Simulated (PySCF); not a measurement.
Br2FGa. Atoms are numbered in the order given.

```xyz
4

Ga     0.0000     0.0000    -0.5309
F      0.0000     0.0000    -2.2711
Br     0.0000    -1.9781     0.5271
Br     0.0000     1.9781     0.5271
```

Geometry optimised at ωB97X-D3(BJ)/def2-SVP. The structure was generated by enumeration; whether it is a known compound was not checked.

These are TDDFT-B3LYP/def2-SVPD in PySCF 2.14.0 values and carry that method's errors.

Vertical excitations. Gas-phase values at a fixed geometry. State labels are in the subgroup C2v.

```csv
state,symmetry,energy (eV),λ (nm),f,main pairs
S1,B2,5.10,243,0.014,HOMO→LUMO 99 %
S2,A2,5.25,236,0.000,HOMO−1→LUMO 100 %
S3,A1,5.47,227,0.026,HOMO−2→LUMO 99 %
S4,B1,5.68,218,0.026,HOMO−3→LUMO 99 %
S5,A2,5.85,212,0.000,HOMO→LUMO+1 100 %
S6,B1,6.19,200,0.001,HOMO−2→LUMO+1 100 %
S7,B2,6.21,200,0.005,"HOMO−1→LUMO+1 78 %, HOMO−4→LUMO 22 %"
S8,A1,6.75,184,0.014,HOMO−3→LUMO+1 91 %
S9,B2,7.10,175,0.399,"HOMO−4→LUMO 62 %, HOMO−1→LUMO+1 15 %, HOMO−7→LUMO 14 %"
S10,A2,7.25,171,0.000,HOMO−4→LUMO+1 99 %
T1,B2,4.75,261,0,HOMO→LUMO 99 %
T2,A2,4.94,251,0,HOMO−1→LUMO 98 %
T3,A1,5.08,244,0,HOMO−2→LUMO 98 %
T4,B1,5.29,234,0,HOMO−3→LUMO 98 %
```
Triplets are in the Tamm–Dancoff approximation, which puts them higher than full response would, so one can lie above its singlet here.
